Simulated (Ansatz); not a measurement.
F2Sc (SMILES [F][Sc+][F]), charge +1, singlet, geometry from GFN2-xTB (such geometries of metal compounds can be far from the true shape) (the multiplicity is a formal guess); BLYP/def2-SVP (Ansatz, a program for electronic structure).

Here is a job for Ansatz.
Ansatz 0.2 input:
```yaml
crystal:
  periodic: [false, false, false]
  atoms:
    - {symbol: Sc, position_ang: [0.28637598, 0.13181402, 0.09608983]}
    - {symbol: F, position_ang: [-0.53787985, 1.05786481, -1.16690985]}
    - {symbol: F, position_ang: [-0.13033078, -1.36543086, 0.94270025]}
basis:
  gaussian:
    orbitals: def2-SVP
hamiltonian:
  xc: blyp
total_charge: 1
```

What the program printed (banner, timings and long lists left out):

```
Functional definition: BLYP
678 factors; their error is unknown
mean field evaluation 1: about -26099.0021 eV, gradient 1.2e2 eV
mean field evaluation 2: about -25327.5436 eV, gradient 4.5e2 eV
mean field evaluation 4: about -26121.7244 eV, gradient 2.9e1 eV
mean field evaluation 8: about -26123.6471 eV, gradient 1.7e-1 eV
mean field evaluation 16: about -26123.6267 eV, gradient 1.5e-4 eV
mean field -26123.62669464 eV, -960.0255737980 hartree, gradient 6.2e-6 eV, S^2 0.000000; 0 other end points of the search recorded, 0 dependent functions left out
reference -26123.62708040 eV, -960.0255879743 hartree; 19, 19 occupied and 40, 40 virtual orbitals, 678 factors
Total energy: -26123.62708040 eV, -960.0255879743 hartree
```
